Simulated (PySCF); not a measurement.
CH4MgS2. Atoms are numbered in the order given.

```xyz
8

Mg    -0.3413     0.1740     0.3444
S     -2.0863     1.6395     0.7118
H     -1.2657     2.6243     1.1449
S      1.3671    -1.3335     0.0085
C      1.8345    -1.0781    -1.7455
H      1.0083    -1.3057    -2.4335
H      2.6557    -1.7756    -1.9606
H      2.1982    -0.0586    -1.9356
```

Coordinates come from a PBE0-D3(BJ)/def2-SVP optimisation. One conformer was computed; it need not be the lowest.

All values below come from CAM-B3LYP/def2-TZVPD in PySCF.

```
Item                                                                                                             Value
---------------------------------------------------------------------------------------------  -----------------------
total energy                                                                                       -1037.09173 hartree
highest occupied level                                                                                        -7.98 eV
lowest empty level                                                                                            -0.74 eV
orbital gap                                                                                                    7.24 eV
dipole moment                                                                                                   1.50 D
quadrupole, principal values (traceless, Buckingham form, about the centre of nuclear charge)   -16.99, 7.20, 9.79 D·Å
mean static polarisability                                                                       85.6 bohr³ (12.68 Å³)
polarisability, principal values                                                               69.6, 77.5, 109.7 bohr³
```
